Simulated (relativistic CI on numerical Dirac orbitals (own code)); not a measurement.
# Radial parameters of Mg5+

These numbers are calculated, not measured: Dirac-Coulomb-Breit CI, separate exchange-only KLI orbitals for each configuration, model QED (radiative potential, 1s self-energy scaled to tabulated hydrogen-like ionisation energies), valence Slater integrals scaled by 0.85, P86 correlation energy added to each configuration (own radial code, finite nucleus).

Slater integrals F^k, G^k are unscaled and averaged over j, outside the closed core 1s2; ζ comes from projecting the Hamiltonian with its Breit term on Σ l·s of the shell.

- 2s2 2p3: F^2(2p,2p) = 163540, ζ(2p) = 1824.2 cm⁻¹; <r>(2p) = 0.5741, <r^2>(2p) = 0.4055 (bohr units).
- 2s 2p4: F^2(2p,2p) = 162390, G^1(2s,2p) = 195410, ζ(2p) = 1787.3 cm⁻¹; <r>(2s) = 0.6287, <r^2>(2s) = 0.4666, <r>(2p) = 0.5778, <r^2>(2p) = 0.4111 (bohr units).
- 2p5: ζ(2p) = 1755.8 cm⁻¹; <r>(2p) = 0.5833, <r^2>(2p) = 0.4196 (bohr units).

Averages of the first 10 configurations, taken without configuration mixing, which lowers the lowest level and can move excited configurations by several eV; other configurations of the list can lie among them:

```
Configuration  Parity  States  Average energy above the lowest level (eV)
      2s2 2p3     odd      20                                         6.6
       2s 2p4    even      30                                        40.9
          2p5     odd       6                                        82.2
   2s2 2p2 3s    even      30                                       114.7
   2s2 2p2 3p     odd      90                                       123.3
   2s2 2p2 3d    even     150                                       132.5
       2p4 3s    even      30                                       182.8
       2p4 3p     odd      90                                       190.4
    2s 2p3 3s     odd      80                                       145.0
       2p4 3d    even     150                                       199.5
```
